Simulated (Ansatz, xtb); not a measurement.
Relative energy of two isomers of CH3F2OSi+

Structure I is `[CH2+]O[SiH](F)F`, a singlet and structure II is `CO[Si+](F)F`, a singlet. Both are isolated ions in the gas phase, relaxed with PBE0-D3(BJ)/pcseg-1; the shapes shown needn't be the lowest conformers.

I (Å):

```xyz
8

C    -1.9879    0.4458    1.4550
F    -1.5991   -1.5589   -1.4519
F    -3.5636    0.1387   -1.0173
O    -1.3736    0.2714    0.3955
Si   -2.0072   -0.0460   -1.2733
H    -1.3885    0.6059    2.3609
H    -3.0882    0.4413    1.4816
H    -1.3590    0.9354   -2.1376
```

II (Å):

```xyz
8

C    -0.6835   -1.5075   -0.3856
F     2.6847   -2.8201   -1.0372
F     2.8316   -2.5004    1.5717
O     0.5304   -1.8395    0.3697
Si    1.9736   -2.3749    0.2789
H    -0.5213   -1.7204   -1.4429
H    -0.8612   -0.4477   -0.2012
H    -1.4721   -2.1263    0.0431
```

Quicker runs give these differences E(II) − E(I): GFN2-xTB −14.4 kcal/mol; HF/STO-3G +7.8 kcal/mol (at GFN2-xTB geometries); r2SCAN-D4/def2-SVP +5.9 kcal/mol (at GFN2-xTB geometries).

Q: Estimate which is lower in electronic energy at CCSD(T)/def2-SVP + ΔMP2/def2-TZVPP, and by roughly how much.

A: The CCSD(T)/def2-SVP + ΔMP2/def2-TZVPP calculation puts structure I lower, by 5.3 kcal/mol.

Level by level:

| level | geometry | E(II) − E(I) (kcal/mol) | departure from the last row (kcal/mol) | job, with rough time for the two |
| --- | --- | --- | --- | --- |
| GFN2-xTB | GFN2-xTB | −14.4 | −19.8 | optimisation, 0.33 s |
| HF/STO-3G | GFN2-xTB | +7.8 | +2.5 | single point, 0.5 s |
| r2SCAN-D4/def2-SVP | GFN2-xTB | +5.9 | +0.6 | single point, 3.2 s |
| PBE0-D3(BJ)/pcseg-1 | PBE0-D3(BJ)/pcseg-1 | +11.2 | +5.9 | optimisation, 1.8 min |
| HF/def2-SVP | PBE0-D3(BJ)/pcseg-1 | +16.0 | +10.7 | part of the CCSD(T) run |
| MP2/def2-SVP | PBE0-D3(BJ)/pcseg-1 | +7.9 | +2.5 | part of the CCSD(T) run |
| CCSD(T)/def2-SVP | PBE0-D3(BJ)/pcseg-1 | +11.2 | +5.9 | single point |
| CCSD(T)/def2-SVP + ΔMP2/def2-TZVPP | PBE0-D3(BJ)/pcseg-1 | +5.3 |  | single point, 21 s |

As drawn, II has 1 C–H in place of 1 Si–H.

GFN2-xTB puts the two in the other order. The largest departure from CCSD(T)/def2-SVP + ΔMP2/def2-TZVPP is that of GFN2-xTB, 19.8 kcal/mol. The last row adds to CCSD(T) the change of the MP2 difference between the two basis sets, here −5.9 kcal/mol, a large step that makes the value less sure.

With harmonic frequencies from PBE0-D3(BJ)/pcseg-1 (ideal gas, rigid rotor, one conformer each, 200 K, 1 atm): on the last row, ΔE + ΔZPE = +7.4 kcal/mol. A mode under 50 cm⁻¹ makes harmonic enthalpies and free energies unreliable, so none is given.

The correlated steps freeze 9 core orbitals. Programs: Ansatz 0.2.0, xtb 6.7.1; the last row on 1 thread of Intel(R) Xeon(R) 6975P-C (Granite Rapids) on a shared host.
